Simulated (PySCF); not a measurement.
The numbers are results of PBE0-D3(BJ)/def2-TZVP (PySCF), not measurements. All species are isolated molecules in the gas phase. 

Reference species (SMILES): `[C-]#[N+][CH]` (lower triplet) (neutral, multiplicity 3).

```json
{
  "dipole_moment": "2.96 D"
}
```

Changed species: `[CH]N` (excited triplet) (X = amino, multiplicity 3; the reference has X = isocyano, multiplicity 3).

Problem. Predict the effect on the dipole moment.

Solution. the dipole moment falls by 1.38 D, to 1.58 D.
